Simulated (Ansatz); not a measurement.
BrFGaH, SMILES `[F][GaH][Br]`. Charge 0, multiplicity 1.

```xyz
4

F     0.7814    0.9387   -1.2389
Ga   -0.0275   -0.1343   -0.1251
Br   -0.2210    0.7069    1.9693
H    -0.5329   -1.5113   -0.6053
```

Problem. What are the harmonic wavenumbers in cm⁻¹ at PBE0-D4/def2-TZVP (Ansatz, finite differences of forces, unscaled)? (Estimate.)

Solution. The calculation gave: 152, 319, 450, 584, 695, 2069.

Problem. Is this a minimum?

Solution. Yes, all 6 modes are real.

Problem. Give the ideal-gas thermochemistry at 298.15 K and 1 bar (rigid rotor, harmonic oscillator; point group Cs, symmetry number 1).

Solution. Zero-point energy 25.5 kJ/mol; H(298) − E = 39.6 kJ/mol; entropy 306.3 J/(mol·K), of which translation 172.9, rotation 110.2, vibration 23.2; G(298) − E = -51.7 kJ/mol.
